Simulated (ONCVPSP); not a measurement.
**An all-electron radial function and its pseudo partner (calcium (Ca))**

Columns: radius, all-electron u(r) and pseudo u(r) of the 3s shell (level -46.96 eV) of calcium in the configuration [Ne] 3s2 3p6 4s2; PBEsol, scalar-relativistic, ONCV scheme, ONCVPSP 4.0.1.

```csv
r (bohr),all-electron,pseudo
0.115,-0.0891,0.1790
0.230,-0.5265,0.3506
0.345,-0.3704,0.5083
0.460,0.0340,0.6461
0.575,0.4386,0.7593
0.690,0.7447,0.8445
0.805,0.9337,0.8997
0.920,1.0205,0.9249
1.035,1.0303,0.9216
1.150,0.9884,0.8933
1.265,0.9154,0.8444
1.380,0.8263,0.7801
1.495,0.7319,0.7057
1.610,0.6387,0.6261
1.725,0.5510,0.5461
1.840,0.4710,0.4696
1.955,0.3996,0.3993
2.070,0.3370,0.3369
2.185,0.2828,0.2828
2.300,0.2364,0.2363
2.415,0.1969,0.1969
2.530,0.1636,0.1636
2.645,0.1356,0.1356
2.760,0.1122,0.1122
2.875,0.0927,0.0927
2.990,0.0765,0.0765
```

Question: How many radial nodes do the two functions have?

Answer: The all-electron 3s function has n − l − 1 = 2 (the table is too coarse to show those close to the nucleus); the pseudo-wave has 0, since the states of the same l below it are removed with the core.

Question: At about which radius was the pseudo-wave matched?

Answer: 2.30 bohr. The columns agree to 0.0005 from 1.96 bohr on; several derivatives are matched, so the curves merge somewhat inside the radius.

Question: Where does each function peak?

Answer: Outermost all-electron maximum near 1.03 bohr, pseudo maximum near 0.92 bohr (to the table’s step).

Question: Is the pseudo-wave norm-conserving?

Answer: Yes: the ONCV scheme keeps the norm inside the radius equal to the all-electron one, which fixes the energy derivative of the logarithmic derivative at the level.
